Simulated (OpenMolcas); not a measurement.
Nb3+ with 4 ligands (bromide) in tetrahedral coordination (Td). A charge of +0.25 e stands 3.2 Å behind each ligand. Ligand basis ANO-RCC-VDZP.

| Item | Value |
| --- | --- |
| Program | OpenMolcas |
| Method | SS-CASPT2, IPEA 0.25 Eh, imaginary shift 0.1 Eh (closed shells correlated: 4s 4p and the ligand valence shells) |
| Basis | ANO-RCC-VDZP [6s5p3d1f] |
| Scalar Hamiltonian | DKH2, point nucleus |
| Active space | 2 electrons in 5 orbitals (4d) |
| State averaging | 2S+1 = 3 even, 10 roots; 2S+1 = 1 even, 15 roots |
| Spin-orbit coupling | RASSI with atomic mean-field integrals over the reference wave functions |

All ligands move together. At R = 2.36 Å the first state of the same spin is 7750 cm-1, and at R = 2.5 Å it is 6740 cm-1.

A third run gives 6410 cm-1. What distance was it run at?

With a power law R^-n the two known points give n = -ln(6740 / 7750) / ln(2.5 / 2.36) = 2.42. Then R = 2.36 × (7750 / 6410)^(1/2.42) = 2.553 Å. The run was at 2.58 Å, so the estimate is off by -0.027 Å.

Roots that are degenerate in the reference are averaged as groups; the widest CASPT2 spread within a group is 550 cm-1 (the 3-fold group of multiplicity 1 near 14900 cm-1 above the lowest state of its run, R = 2.36). Shifts and gaps below about the spread of the groups concerned are not significant. Over all roots computed the reference weight is 0.73 to 0.74 in R = 2.36, 0.73 to 0.75 in R = 2.5, 0.73 to 0.75 in R = 2.58; a low but even weight reflects the number of correlated electrons. Ligand-to-metal charge-transfer states are missing. These CASPT2 states fit no ligand-field parameters well, so their order and spin gaps are uncertain. With no ligand orbital active B as a rule stays too high, so bands that hang on it stand too high and its fall with covalency is understated. With one d shell and no ligand orbital active, 10Dq can be off by a tenth or more. The least metal-like active orbital is 70 % on the metal (Löwdin) and no ligand orbital is active, so the numbers are rough (holds for R = 2.36). The least metal-like active orbital is 77 % on the metal (Löwdin) and no ligand orbital is active, so the numbers are rough (holds for R = 2.5). The least metal-like active orbital is 80 % on the metal (Löwdin) and no ligand orbital is active, so the numbers are rough (holds for R = 2.58). No measured value stands beside these numbers; the geometry was imposed, not optimised, and the real ion may take another.
